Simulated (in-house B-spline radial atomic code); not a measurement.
**The bromine ion Br⁶⁺: [Ar] 3d10 4s1**

All numbers are computed (non-relativistic HSE06, spin-polarised, spherical fractional occupations; point nucleus) with a B-spline radial code for spherical atoms, not measured.

Z_r = [3n² - l(l+1)]/(2<r>); Z_e = n√(-2ε); the last column is Slater's effective charge. Values are occupation-weighted means over spin.

```tsv
shell	electrons	ε (eV)	<r> (bohr)	Z_r	Z_e	Slater
1s	2	-13242	0.04368	34.34	31.20	34.70
2s	2	-1795.4	0.1935	31.01	22.97	30.85
2p	6	-1625.8	0.1671	29.92	21.86	30.85
3s	2	-328.6	0.5599	24.11	14.74	23.75
3p	6	-268.67	0.5657	22.10	13.33	23.75
3d	10	-161.96	0.5767	18.21	10.35	13.85
4s	1	-96.653	1.449	16.57	10.66	9.70
```

The least bound orbital is 4s up at -96.65 eV, and it is also the most diffuse (<r> = 1.449 bohr).
